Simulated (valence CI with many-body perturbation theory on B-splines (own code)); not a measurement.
**E1 line list for Tl LXVIII**

Method: configuration interaction combined with many-body perturbation theory (CI+MBPT): four valence electrons over a frozen Dirac-Fock core [Ne], radial functions for each j: 11 s, 11 p, 10 d, 8 f, 5 g, 2 h, with the one-electron correlation potential Σ1 (screened to all orders), the two-electron term Σ2, the three-electron term Σ3, Breit, model QED; selected single and double excitations, second order for the rest, scaled by the run's own slope (own B-spline code, finite nucleus).

No measured spectrum was set against this ion. As an estimate, large intervals hold to a few tenths of a per cent, small ones and those within an open d or f shell to about a per cent. Among the levels kept, up to 580 cm⁻¹ of a level comes from second order outside the variational space, and about a tenth of that is noise between levels of different J, which matters for small intervals.

Lines 151 to 200 of 544 in falling wavelength, among levels below 2423.6 eV, chosen from the strongest by gf and those to the six lowest levels. Wavelengths and rates use the calculated energies. Electric multipoles are in the length gauge, E1 and E2 with the static RPA response of the core. Weak lines are less certain than strong ones. Lines between different terms over intervals too small for the method are left out, as are lines whose strength nearly cancels. The highest levels of a list are the least certain.

Levels are named by their leading jj configuration (3d3/2^4 stands for four electrons in 3d with j = 3/2), which in mixed levels can hold well under half, so a name can repeat and another be missing. Letters in brackets count levels of one name in rising energy.

| λ vac (nm) | Upper | Lower | A (s⁻¹) | log gf | Branch % |
| --- | --- | --- | --- | --- | --- |
| 3.170 | (3p1/2^2 3d5/2^2) J=4 | (3s 3p1/2 3d3/2 3d5/2) J=3 [a] | 1.28e+11 | -0.76 | 15.6 |
| 3.169 | (3s 3p1/2 3p3/2 3d5/2) J=2 [d] | (3s 3p1/2 3p3/2^2) J=1 [b] | 5.40e+11 | -0.39 | 8.5 |
| 3.168 | (3p1/2^2 3d3/2 3d5/2) J=1 | (3p1/2^2 3p3/2 3d3/2) J=1 | 1.55e+11 | -1.15 | 11.0 |
| 3.167 | (3s 3p1/2 3d5/2^2) J=3 [a] | (3s 3p1/2 3p3/2 3d5/2) J=2 [b] | 8.04e+10 | -1.07 | 8.8 |
| 3.165 | (3s^2 3p3/2 3d5/2) J=1 | (3s^2 3p3/2^2) J=0 | 5.02e+11 | -0.65 | 75.4 |
| 3.162 | (3p1/2^2 3p3/2 3d5/2) J=3 | (3p1/2^2 3p3/2^2) J=2 | 4.54e+11 | -0.32 | 22.6 |
| 3.161 | (3s^2 3d3/2 3d5/2) J=2 | (3s^2 3p3/2 3d3/2) J=2 | 1.88e+11 | -0.85 | 2.1 |
| 3.161 | (3s^2 3d3/2 3d5/2) J=2 | (3s^2 3p3/2 3d3/2) J=1 | 3.22e+11 | -0.62 | 3.5 |
| 3.160 | (3s 3p1/2^2 3d5/2) J=3 | (3s 3p1/2^2 3p3/2) J=2 | 3.37e+11 | -0.45 | 84.9 |
| 3.158 | (3s 3p3/2^2 3d5/2) J=3 [b] | (3s 3p3/2^3) J=2 | 1.04e+11 | -0.97 | 1.8 |
| 3.156 | (3s^2 3p1/2 3d5/2) J=2 | (3s^2 3p1/2 3p3/2) J=1 | 4.54e+11 | -0.47 | 87.4 |
| 3.156 | (3s 3p1/2 3p3/2 3d5/2) J=1 [c] | (3s 3p1/2 3p3/2^2) J=1 [a] | 3.95e+11 | -0.75 | 25.3 |
| 3.156 | (3s 3p1/2 3d5/2^2) J=0 | (3s 3p1/2 3p3/2 3d5/2) J=1 [b] | 5.52e+11 | -1.08 | 50.0 |
| 3.151 | (3p1/2^2 3p3/2 3d5/2) J=2 | (3s 3p1/2 3p3/2 3d3/2) J=2 [a] | 1.56e+11 | -0.94 | 9.8 |
| 3.151 | (3s 3p1/2 3d3/2 3d5/2) J=4 [a] | (3s 3p1/2 3p3/2 3d3/2) J=3 [a] | 3.33e+11 | -0.35 | 72.3 |
| 3.145 | (3s 3p1/2 3p3/2 3d5/2) J=2 [b] | (3s 3p1/2 3p3/2^2) J=3 | 1.28e+11 | -1.02 | 6.0 |
| 3.144 | (3s 3p1/2 3d3/2 3d5/2) J=4 [c] | (3s 3p1/2 3p3/2 3d3/2) J=3 [c] | 1.46e+11 | -0.71 | 2.1 |
| 3.143 | (3p1/2^2 3d3/2 3d5/2) J=3 | (3p1/2^2 3p3/2 3d3/2) J=2 | 2.05e+11 | -0.67 | 39.2 |
| 3.142 | (3s 3p3/2^2 3d5/2) J=2 [a] | (3s 3p3/2^3) J=2 | 6.53e+11 | -0.32 | 21.4 |
| 3.140 | (3s 3p1/2 3d5/2^2) J=2 [a] | (3s 3p1/2 3p3/2 3d5/2) J=3 [a] | 1.32e+11 | -1.01 | 13.2 |
| 3.139 | (3s 3p1/2 3p3/2 3d5/2) J=2 [c] | (3s 3p1/2 3p3/2^2) J=1 [a] | 4.71e+11 | -0.46 | 21.6 |
| 3.137 | (3s 3p1/2 3p3/2 3d5/2) J=3 [a] | (3s 3p1/2 3p3/2^2) J=2 [a] | 5.26e+11 | -0.26 | 74.8 |
| 3.135 | (3s 3p1/2 3d3/2 3d5/2) J=2 [c] | (3s 3p1/2 3p3/2 3d3/2) J=1 [b] | 2.98e+11 | -0.66 | 5.1 |
| 3.135 | (3s 3p1/2 3p3/2 3d5/2) J=3 [d] | (3s 3p1/2 3p3/2^2) J=2 [b] | 5.84e+11 | -0.22 | 15.6 |
| 3.132 | (3s 3p1/2 3d5/2^2) J=3 [a] | (3s 3p1/2 3p3/2 3d5/2) J=4 [b] | 8.73e+10 | -1.05 | 9.6 |
| 3.131 | (3s 3p1/2 3d3/2 3d5/2) J=3 [a] | (3s 3p1/2 3p3/2 3d3/2) J=2 [a] | 4.21e+11 | -0.36 | 75.8 |
| 3.130 | (3s^2 3d3/2 3d5/2) J=1 | (3s^2 3p3/2 3d3/2) J=0 | 2.57e+11 | -0.95 | 2.9 |
| 3.129 | (3s 3p1/2 3p3/2 3d5/2) J=2 [c] | (3s 3p1/2 3p3/2^2) J=2 [b] | 1.88e+11 | -0.86 | 8.6 |
| 3.128 | (3s 3p1/2 3d3/2 3d5/2) J=5 | (3s 3p1/2 3p3/2 3d3/2) J=4 | 3.96e+11 | -0.19 | 87.7 |
| 3.128 | (3s 3p1/2 3p3/2 3d5/2) J=1 [b] | (3s 3p1/2 3p3/2^2) J=0 | 2.88e+11 | -0.90 | 16.7 |
| 3.121 | (3s 3p1/2 3d5/2^2) J=1 [b] | (3s 3p1/2 3p3/2 3d5/2) J=2 [c] | 2.44e+11 | -0.97 | 18.1 |
| 3.121 | (3s^2 3d3/2 3d5/2) J=1 | (3s^2 3p3/2 3d3/2) J=1 | 2.40e+11 | -0.98 | 2.7 |
| 3.113 | (3p1/2^2 3d3/2 3d5/2) J=1 | (3p1/2^2 3p3/2 3d3/2) J=0 | 1.55e+11 | -1.17 | 11.1 |
| 3.110 | (3s 3p1/2 3d3/2 3d5/2) J=1 [a] | (3s 3p1/2 3p3/2 3d3/2) J=1 [a] | 2.11e+11 | -1.04 | 32.4 |
| 3.108 | (3s 3p3/2^2 3d5/2) J=2 [c] | (3s 3p3/2^3) J=1 | 9.88e+11 | -0.15 | 10.5 |
| 3.108 | (3s^2 3d3/2 3d5/2) J=4 | (3s^2 3p3/2 3d3/2) J=3 | 5.19e+11 | -0.17 | 7.6 |
| 3.108 | (3p1/2^2 3d5/2^2) J=0 | (3p1/2^2 3p3/2 3d5/2) J=1 | 6.71e+11 | -1.01 | 60.5 |
| 3.106 | (3s 3p1/2 3d3/2 3d5/2) J=4 [b] | (3s 3p1/2 3p3/2 3d3/2) J=4 | 6.64e+10 | -1.06 | 7.7 |
| 3.105 | (3s 3p1/2 3d5/2^2) J=1 [b] | (3s 3p1/2 3p3/2 3d5/2) J=1 [c] | 1.91e+11 | -1.08 | 14.1 |
| 3.100 | (3s 3p1/2 3d5/2^2) J=3 [a] | (3s 3p1/2 3p3/2 3d5/2) J=3 [b] | 3.85e+11 | -0.41 | 42.2 |
| 3.095 | (3p1/2^2 3d5/2^2) J=4 | (3p1/2^2 3p3/2 3d5/2) J=4 | 1.50e+11 | -0.71 | 18.4 |
| 3.091 | (3s 3p1/2 3d3/2 3d5/2) J=2 [a] | (3s 3p1/2 3p3/2 3d3/2) J=1 [a] | 2.45e+11 | -0.76 | 17.0 |
| 3.088 | (3s 3p1/2 3d3/2 3d5/2) J=1 [a] | (3s 3p1/2 3p3/2 3d3/2) J=0 [a] | 2.70e+11 | -0.94 | 41.3 |
| 3.088 | (3s^2 3d5/2^2) J=0 | (3s^2 3p3/2 3d5/2) J=1 | 1.18e+12 | -0.77 | 93.5 |
| 3.081 | (3s^2 3p3/2 3d5/2) J=3 | (3s^2 3p3/2^2) J=2 | 9.16e+11 | -0.04 | 99.6 |
| 3.080 | (3s 3p1/2 3d5/2^2) J=2 [b] | (3s 3p1/2 3p3/2 3d5/2) J=2 [b] | 2.73e+11 | -0.71 | 21.5 |
| 3.069 | (3s 3p1/2 3d3/2 3d5/2) J=4 [c] | (3s 3p1/2 3p3/2 3d3/2) J=3 [b] | 3.20e+11 | -0.39 | 4.7 |
| 3.062 | (3p1/2^2 3d5/2^2) J=2 | (3p1/2^2 3p3/2 3d5/2) J=2 | 3.45e+11 | -0.62 | 31.6 |
| 3.059 | (3s 3p1/2 3d5/2^2) J=2 [a] | (3s 3p1/2 3p3/2 3d5/2) J=2 [a] | 5.82e+11 | -0.39 | 58.1 |
| 3.057 | (3s 3p1/2 3d5/2^2) J=5 | (3s 3p1/2 3p3/2 3d5/2) J=5 | 2.19e+11 | -0.47 | 30.6 |

How does gf follow from A for the line at 3.162 nm?

gf = 1.4992 × (2J+1)_upper × A / σ², with σ = 3162122 cm⁻¹ and 2J+1 = 7: gf = 0.477.
